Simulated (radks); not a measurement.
Species: Ga12+. Configuration: [Ne] 3s1 3p6 3d1 4f1 (not the ground configuration). Method: Dirac Kohn-Sham, BLYP, spin-unpolarised, spherical densities, point nucleus; open shells fill j = l - 1/2 first; computed with a radial shooting solver on a logarithmic mesh with Libxc functionals.

Radial electron density D(r) = 4 pi r^2 rho(r):

```
   r/bohr * D(r) (the largest magnitude, 43, reaches the edge; | marks zero)
 0.003883 |   *
 0.004976 |      *
 0.006377 |         *
 0.008171 |             *
  0.01047 |                   *
  0.01342 |                          *
   0.0172 |                                  *
  0.02204 |                                         *
  0.02824 |                                              *
  0.03618 |                                                *
  0.04674 |                                             *
   0.0599 |                                        *
  0.07676 |                                       *
  0.09836 |                                            *
    0.126 |                                                    *
   0.1615 |                                                      *
    0.207 |                                           *
   0.2652 |                           *
   0.3399 |                   *
   0.4356 |                    *
   0.5582 |                     *
   0.7153 |             *
   0.9239 |     *
    1.184 | *
    1.517 |*
    1.944 *
    2.491 *
    3.193 *
```

D(r) has 3 maxima, at r = 0.0342, 0.149, 0.499 bohr, and minima at 0.0714, 0.357 bohr, inside which lie 2.09, 10.59 electrons.
